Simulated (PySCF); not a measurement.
A geometry optimisation on `[OH2]->[Mo](<-[OH2])(<-[OH2])([Cl])([Cl])[Cl]` (fac-MoCl3(H2O)3) [quartet].

Method: PBE0-D3(BJ)/def2-SVP geometry optimisation, gas phase, def2 core potentials past Kr (PySCF 2.14.0). Start geometry: GFN2-xTB. The input is one job of a driver script: a line of settings, then coordinates in Å.

Input:
```
{"job": {"xc": "PBE0", "basis": "def2-SVP", "d3": "d3bj", "grid": 1, "maxiter": 30, "shake": 0.03, "kind": "geom"}, "charge": 0, "multiplicity": 4}
Mo     0.297270     0.161810     0.241030
Cl    -0.133860     0.047490     2.558680
O      0.418460     0.287830    -2.186930
H      1.514400     0.087000    -2.306990
H      0.351220     1.211510    -2.411050
Cl     2.547690    -0.146600    -0.023110
O     -2.117320     0.529530     0.371240
H     -2.224690     1.486930     0.131100
H     -2.337720     0.450640     1.374930
Cl     0.016190     2.550890    -0.173070
O      0.319640    -2.151510     0.568230
H      0.179740    -2.255670     1.506830
H      1.199610    -2.311970     0.371320
```

Output:
```
step   0  E = -1676.96690912  max force = 0.087378
step   1  E = -1676.99846284  max force = 0.024175
step   2  E = -1677.00324429  max force = 0.025321
step   3  E = -1677.00428538  max force = 0.004995
step   4  E = -1677.00458323  max force = 0.006610
step   5  E = -1677.00473967  max force = 0.001652
step   6  E = -1677.00480160  max force = 0.001626
step   7  E = -1677.00484608  max force = 0.001242
step   8  E = -1677.00486943  max force = 0.000517
step   9  E = -1677.00487486  max force = 0.000388
optimisation converged
```

Energies in Eh; «max force» is the largest Cartesian gradient component in Eh/bohr.

Task: Give the first gradient maximum in eV/Å.

Result: With 1 Eh/bohr = 51.422 eV/Å, 4.493 eV/Å.

In short: final energy -1677.00487 Eh after 9 steps; dipole 4.48 D.

Task: Give the final coordinates.

Result: 0.184 Å rms from the input after alignment:
```
atom  x, y, z in Å
Mo1    0.2284    0.2228    0.2221
Cl2   -0.0944   -0.0336    2.5771
O3     0.3582    0.2720   -1.9990
H4     1.3125    0.1112   -2.1259
H5     0.2413    1.2255   -2.1676
Cl6    2.5756   -0.1217   -0.0562
O7    -1.9909    0.3739    0.3096
H8    -2.1043    1.3308    0.1558
H9    -2.1445    0.2544    1.2653
Cl10  -0.0383    2.5717   -0.1298
O11    0.2931   -1.9982    0.3785
H12    0.1470   -2.1014    1.3382
H13    1.2470   -2.1595    0.2541
```

Hardware: one thread, Intel Xeon Platinum 8259CL at 2.50 GHz (x86_64), shared host with 48 logical CPUs at a one-minute load of 34. Cost: 9.5 min of wall time, 0.87 GiB resident at most.
Labels such as C1 count atoms from 1, the log's own numbers from 0.
